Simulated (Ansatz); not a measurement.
Gas-phase electronic energies from Ansatz, PBE0-D4/def2-TZVP geometries. CBS: MP2 limit from def2 TZ/QZ plus the TZ coupled-cluster correction, frozen cores. DFT in def2-TZVPP. B3LYP here is the variant with VWN-RPA as its local correlation; programs differ in this. Elements past krypton have def2 core potentials. For Ge, Te outer-core shells are correlated without core-valence functions, which leaves a few kJ/mol of doubt a bond. Scalar relativity is left out up to krypton. One conformer a species, not always the lowest.

`C=N[SiH](O)F` + `[GeH3][O]C[TeH]` → `O[SiH](F)[O][GeH3]` + `C=NC[TeH]`  (redistribution)

```json
{"level": "PBE-D4", "ΔE (kJ/mol)": "-127.1", "difference from CCSD(T)/CBS": "5.3"}
{"level": "r2SCAN-D4", "ΔE (kJ/mol)": "-133.1", "difference from CCSD(T)/CBS": "-0.7"}
{"level": "PBE0-D4", "ΔE (kJ/mol)": "-129.6", "difference from CCSD(T)/CBS": "2.8"}
{"level": "ωB97M-V", "ΔE (kJ/mol)": "-127.2", "difference from CCSD(T)/CBS": "5.2"}
{"level": "B2PLYP", "ΔE (kJ/mol)": "-130.2", "difference from CCSD(T)/CBS": "2.2"}
{"level": "r2SCAN", "ΔE (kJ/mol)": "-132.8", "difference from CCSD(T)/CBS": "-0.4"}
{"level": "PBE0", "ΔE (kJ/mol)": "-128.1", "difference from CCSD(T)/CBS": "4.3"}
{"level": "B3LYP", "ΔE (kJ/mol)": "-125.8", "difference from CCSD(T)/CBS": "6.6"}
{"level": "MP2/def2-TZVPP", "ΔE (kJ/mol)": "-137.6", "difference from CCSD(T)/CBS": "-5.2"}
{"level": "SCS-MP2/def2-TZVPP", "ΔE (kJ/mol)": "-133.6", "difference from CCSD(T)/CBS": "-1.2"}
{"level": "CCSD/def2-TZVPP", "ΔE (kJ/mol)": "-131.4", "difference from CCSD(T)/CBS": "1.0"}
{"level": "CCSD(T)/def2-TZVPP", "ΔE (kJ/mol)": "-132.3", "difference from CCSD(T)/CBS": "0.1"}
{"level": "HF/def2-QZVPP", "ΔE (kJ/mol)": "-126.2", "difference from CCSD(T)/CBS": "6.2"}
{"level": "MP2/def2-QZVPP", "ΔE (kJ/mol)": "-137.7", "difference from CCSD(T)/CBS": "-5.3"}
{"level": "SCS-MP2/def2-QZVPP", "ΔE (kJ/mol)": "-133.9", "difference from CCSD(T)/CBS": "-1.5"}
{"level": "HF/CBS(def2)", "ΔE (kJ/mol)": "-126.2", "difference from CCSD(T)/CBS": "6.2"}
{"level": "CCSD(T)/CBS", "ΔE (kJ/mol)": "-132.4", "difference from CCSD(T)/CBS": "0"}
```

Largest T1 diagnostic among the species: 0.013.

In def2-TZVPP, CCSD(T) changes the Hartree–Fock value by −6.2 kJ/mol (the triples alone add −0.9 kJ/mol) and MP2 by −11.5 kJ/mol.
